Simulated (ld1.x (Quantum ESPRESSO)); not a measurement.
**Before and after: TM potential for erbium (Er)**

ld1.x (Quantum ESPRESSO) 7.5 input, shortened:

```
&input
   title='Er', zed=68., rel=1, dft='PZ', iswitch=3,
   config='[Xe] 4f12 5d0 6s2 6p0'
 /
 &inputp
   pseudotype=2, tm=.true., lloc=-1, rcloc=3.20,
   nlcc=.true., new_core_ps=.true., rcore=0.75
 /
4
6S  1  0   2.00   0.00  2.70  2.70  0.0
5P  2  1   6.00   0.00  2.15  2.15  0.0
5D  3  2   0.00   0.00  3.95  3.95  0.0
4F  4  3  12.00   0.00  1.25  1.25  0.0
 &test
   configts(1)='4f12 5p6 5d0 6s2 6p0'
 /
```

Change: core correction none.

Cutoffs: the cutoffs (Ry, on a coarse ladder) from which the occupation-weighted sum of valence levels, in a spherical-Bessel basis at the reference potential, stays within 10 and 1 mRy of its value at 400 Ry; they do not see the model core or the augmentation charge, which bear on the density cutoff. Errors are all-electron minus pseudo energies relative to the spin-unpolarised reference configuration.

What does the change do?

The number of tests that count goes from 8 to 9; of the 8 tests that both files solve, the error grows in 5 and shrinks in 2 by more than 15 % and 0.3 meV (median size 46.8 → 191.6 meV); neither file shows a bound ghost at the reference potential, the only one tested.

```tsv
quantity	base	changed
cutoff, loose	260 Ry	260 Ry
cutoff, tight	over 300 Ry	over 300 Ry
bound ghosts	none	none
tests counted (converged, no solver errors)	8 of 9	9 of 9
error for 4f12 5p6 5d0 6s1 6p0, meV [ΔE 6.60 eV]	+1.1	+2.1
error for 4f12 5p6 5d0 6s0 6p0, meV [ΔE 18.77 eV]	-23	-13
error for 4f11 5p6 5d0 6s0 6p0, meV [ΔE 45.32 eV]	-325	-263
error for 4f12 5p5 5d0 6s2 6p0, meV [ΔE 32.00 eV]	+100	+120
error for 4f11 5p6 5d1 6s2 6p0, meV [ΔE 4.82 eV]	-531	-498
error for 4f12 5p6 5d1 6s1 6p0, meV [ΔE 2.96 eV]	+5.3	+6.4
error for 4f12 5p6 5d0 6s2 6p0 (spin-polarised), meV [ΔE -0.71 eV]	+54	+781
error for 4f12 5p6 5d0 6s1 6p0 (spin-polarised), meV [ΔE 5.68 eV]	+39	+752
s: phases at 4.31 bohr within 0.05 rad from the reference energy up to (Ry; the scan ends near 5)	0.3	0.3
p: phases at 4.31 bohr within 0.05 rad from the reference energy up to (Ry; the scan ends near 5)	n/a	n/a
d: phases at 4.31 bohr within 0.05 rad from the reference energy up to (Ry; the scan ends near 5)	0.6	0.6
f: phases at 4.31 bohr within 0.05 rad from the reference energy up to (Ry; the scan ends near 5)	0.5	0.5
```

Base: Tests not counted: 4f12 5p6 5d1 6s0 6p0 (solver errors, printed error +0.5 meV). These tests converged, but a pseudo level misses the all-electron one widely, so the file describes the atom poorly there or has found another state: 4f11 5p6 5d0 6s0 6p0: empty 6s by 2.6 eV (a node warning on the way). Changed file: These tests converged, but a pseudo level misses the all-electron one widely, so the file describes the atom poorly there or has found another state: 4f11 5p6 5d0 6s0 6p0: empty 6s by 2.6 eV (a node warning on the way).
